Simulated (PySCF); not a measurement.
C3H9Ga, SMILES [CH3][Ga]([CH3])[CH3]. Geometry: ωB97X-D3(BJ)/def2-SVP. The isomer is the one that the SMILES or the coordinates give; other isomers of the formula were not compared.

### Question
Give the equilibrium geometry at ωB97X-D3(BJ)/def2-SVP (PySCF confirms it by a frequency run) as bond lengths and angles. (An estimate is asked for; the answer gives what the named calculation found.)

### Answer

Atoms: Ga1 C2 H3 H4 H5 C6 H7 H8 H9 C10 H11 H12 H13. Bond lengths (Å): Ga1–C2 1.974, Ga1–C6 1.974, Ga1–C10 1.974, C2–H3 1.104, C2–H4 1.104, C2–H5 1.101, C6–H7 1.104, C6–H8 1.104, C6–H9 1.101, C10–H11 1.101, C10–H12 1.104, C10–H13 1.104. Angles (°): C2–Ga1–C6 120.0, C2–Ga1–C10 120.0, C6–Ga1–C10 120.0, Ga1–C2–H3 110.2, Ga1–C2–H4 110.3, Ga1–C2–H5 113.3, H3–C2–H4 106.4, H3–C2–H5 108.2, H4–C2–H5 108.2, Ga1–C6–H7 110.4, Ga1–C6–H8 110.1, Ga1–C6–H9 113.3, H7–C6–H8 106.4, H7–C6–H9 108.3, H8–C6–H9 108.1, Ga1–C10–H11 113.3, Ga1–C10–H12 110.1, Ga1–C10–H13 110.4, H11–C10–H12 108.2, H11–C10–H13 108.3, H12–C10–H13 106.4.
